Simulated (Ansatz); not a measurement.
Start from `FC(Cl)(Br)Br` and change one atom or group to get `FC(F)(Br)Br`.

Ansatz, PBE0-D4/def2-TZVP geometries, multiplicity 1. 

Scalar relativity is left out up to krypton.

```tsv
property	`FC(Cl)(Br)Br`
size of the dipole moment (PBE/def2-TZVPP) / D	0.30
ideal-gas entropy at 298 K and 1 bar (rigid rotor, harmonic PBE0-D4/def2-TZVP) / J/(mol·K)	342
HOMO energy (ωB97M-V/def2-TZVPP) / eV	-10.67
LUMO energy (PBE0/def2-TZVPP) / eV	-1.96
size of the dipole moment (B3LYP/def2-TZVPP) / D	0.41
HOMO energy (B3LYP/def2-TZVPP) / eV	-8.18
```

What does the change do to each property? (An estimate is asked.)

Computed: 
| property | `FC(F)(Br)Br` | shift |
| --- | --- | --- |
| size of the dipole moment (PBE/def2-TZVPP) / D | 0.29 | -0.01 |
| ideal-gas entropy at 298 K and 1 bar (rigid rotor, harmonic PBE0-D4/def2-TZVP) / J/(mol·K) | 325 | -17 |
| HOMO energy (ωB97M-V/def2-TZVPP) / eV | -10.82 | -0.15 |
| LUMO energy (PBE0/def2-TZVPP) / eV | -1.70 | 0.26 |
| size of the dipole moment (B3LYP/def2-TZVPP) / D | 0.46 | 0.05 |
| HOMO energy (B3LYP/def2-TZVPP) / eV | -8.34 | -0.16 |

With PBE0 the HOMO falls by 0.15 eV and the LUMO rises by 0.26 eV, so the gap widens by about 0.41 eV. PBE moves the HOMO by -0.15 eV and ωB97M-V by -0.15 eV. Dipoles are sizes alone; their direction can turn.

B3LYP here is the variant with VWN-RPA as its local correlation; programs differ in this.

Spin–orbit coupling is left out; it splits and shifts lone-pair levels of the heavy atoms by tenths of an eV.
